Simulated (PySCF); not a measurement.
**Stationary points of PbS₂⁻**

Level of theory: PBE0 in PySCF with Pb def2-SVPD with ECP60, S def2-SVPD; scalar-relativistic core potentials, no spin–orbit coupling; density-fitted integrals.

Relaxations began from a few typed shapes; open shells are unrestricted. The search is not exhaustive: other isomers or separated fragments can lie lower, and high-lying points may rest on an excited occupation.

Q: Order these stationary points by electronic energy, lowest first, in kJ/mol from the lowest minimum.
A. doublet C2v: Pb–S 2.436 Å (×2); S–Pb–S 129.1°
B. doublet C2v: Pb–S 2.648 Å (×2), S–S 2.147 Å; Pb–S–S 66.1° (×2), S–Pb–S 47.8°
C. doublet D∞h: Pb–S 2.486 Å (×2); S–Pb–S 180.0°

A: A (0.0), B (18.3), C (41.0).

Q: Which of them are minima?

A: By energy in kJ/mol, 0.0: minimum; 18.3: minimum; 41.0: saddle point, 2 imaginary modes.

For the lowest minimum: the lowest empty level of this anion is unbound, so it and the gap depend on the basis. No spin–orbit coupling is included, which matters more the heavier the element.
